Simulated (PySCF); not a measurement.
# What a mistake does to a calculation on Cl2HSi cation

All numbers below are calculated, not measured. They come from PySCF 2.14.0, an open-source quantum chemistry program, on an isolated molecule that a program drew, which may never have been made. The molecule is Cl2HSi cation (charge +1, singlet), drawn as the SMILES string `Cl[SiH+]Cl`.

Each row is a Hartree-Fock (HF) and frozen-core CCSD(T) single point in the cc-pV(D+d)Z basis, meant for a local HF minimum. Run 1 is clean. Each other run has one planted mistake out of seven kinds, and not every kind appears here: one electron removed, one electron added, multiplicity raised by two, geometry at a saddle point, minimal basis STO-3G, one bond length entered in bohr, all coordinates scaled. The reference is restricted for singlets and unrestricted otherwise, and also for a bond in bohr. Adding or removing an electron swaps singlet and doublet. Electrons count all cores. HOMO and LUMO are orbital energies over both spins, the gradient is its largest component, and the lowest frequency (negative if imaginary) is given only where the gradient is small. Bond lengths are over the 3 bonds as drawn. T1 is the CCSD diagnostic: over 0.02 (restricted) or 0.045 (unrestricted) a single reference is doubtful.

Geometry of the clean run:
```xyz
4
Cl2HSi cation, angstrom
Cl   -2.8120   -1.9835   -0.3779
Si   -1.1201   -1.1429    0.0982
Cl   -0.1843   -1.6473    1.7309
H    -0.5507   -0.1299   -0.7728
```

```
run,electrons,basis functions,<S^2>,HOMO (eV),LUMO (eV),gradient (hartree/bohr),lowest frequency (cm^-1),mean bond (Å),longest bond (Å),T1,HF (hartree),CCSD(T) (hartree),mistake
1,48,74,0.000,-19.27,-5.53,2.3e-05,218,1.7829,1.948,0.0140,-1208.31181,-1208.71095,no fault
2,47,74,0.760,-24.90,-16.33,9.1e-02,-,1.7829,1.948,0.0496,-1207.65673,-1208.03673,one electron removed
3,48,74,2.028,-13.12,-10.21,1.0e-01,-,1.7829,1.948,0.0441,-1208.11061,-1208.49825,multiplicity raised by two
4,48,74,0.000,-19.02,-5.96,4.2e-02,-,1.8828,2.057,0.0166,-1208.29848,-1208.70205,?
```

**Which mistake was planted in run 4, and what did it cost?**

The mean and the longest bond both change by the same factor, 1.056, and the gradient is no longer small. So the mistake is: all coordinates scaled. Subtracting run 1 and multiplying by 627.51 kcal/mol a hartree, the energy moved by 8.4 kcal/mol in HF and 5.6 kcal/mol in CCSD(T).

Cautions from the logs. Run 2: T1 is over the limit, so its CCSD(T) energy is less reliable.
